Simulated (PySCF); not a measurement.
# Chlorine: a sound run and one with changed settings

Sound run: Cl²⁺ [Ne] 3s2 3p3, Cl³⁺ [Ne] 3s2 3p2. Calculation: PySCF 2.14, in def2-TZVP; the non-relativistic Hamiltonian (point nucleus). The sound run starts from symmetry-adapted Hartree-Fock orbitals and uses a fine grid where one is needed.

A second run was set up differently.

| species | method | sound run (hartree) | changed run (hartree) | converged |
| --- | --- | --- | --- | --- |
| Cl²⁺ | UHF | -458.21427 | -458.21427 | yes |
| Cl²⁺ | M06-L | -458.79520 | -458.75868 | yes |
| Cl²⁺ | BP86 | -458.82686 | -458.81460 | yes |
| Cl³⁺ | UHF | -456.78268 | -456.78268 | yes |
| Cl³⁺ | M06-L | -457.33169 | -457.34304 | yes |
| Cl³⁺ | BP86 | -457.37122 | -457.37747 | yes |

Ionisation energy of Cl²⁺:

```json
{"method": "UHF", "sound run (eV)": "38.956", "changed run (eV)": "38.956"}
{"method": "M06-L", "sound run (eV)": "39.824", "changed run (eV)": "38.522"}
{"method": "BP86", "sound run (eV)": "39.610", "changed run (eV)": "39.106"}
```

Question: What was changed?
A. basis contracted for another Hamiltonian
B. level shift left on
C. a valence shell is frozen
D. radial grid too coarse

Answer: D. It used radial step 0.8 in ln r (0.13 in the sound run). A coarse radial grid mis-integrates the density and the exchange-correlation energy, with errors of either sign; Hartree-Fock needs no grid.
